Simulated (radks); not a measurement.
Spherical quantum dot in the effective-mass picture: electrons in a hard-walled sphere of radius 3.04, all in effective atomic units (hartree* = m*/eps^2 hartree, bohr* = eps/m* bohr), one dielectric constant everywhere. Method: non-relativistic Kohn-Sham, PBEsol, spin-polarised, spherical densities; computed with a radial shooting solver with Libxc functionals. Levels are named by radial order and angular momentum (1s, 1p, 1d, 2s, ...), and open shells are averaged over m. Results are scaled to m* = 0.148 and eps = 8.8, for which hartree* = 52.01 meV and bohr* = 3.146 nm.

N = 12, configuration 1s2 1p6 1d(up 4, down 0). This is the lowest configuration that the search found. Occupied and some empty levels:

level    occupation  eigenvalue (meV)  <r> (nm)
1s up             1            294.26     5.878
1s down           1            298.59     5.810
1p up             3            312.73     6.309
1p down           3            317.61     6.279
1d up             4            341.77     6.624
1d down           0            346.97     6.609
1f up             0            379.86     6.867
2s up             0            384.47     4.425
1f down           0            385.26     6.859
2s down           0            386.39     4.437
2p up             0            436.16     5.053
2p down           0            438.93     5.046

Energy (meV): total 2243.97, kinetic 836.22, external 0, Hartree 1694.1, exchange-correlation -286.30.
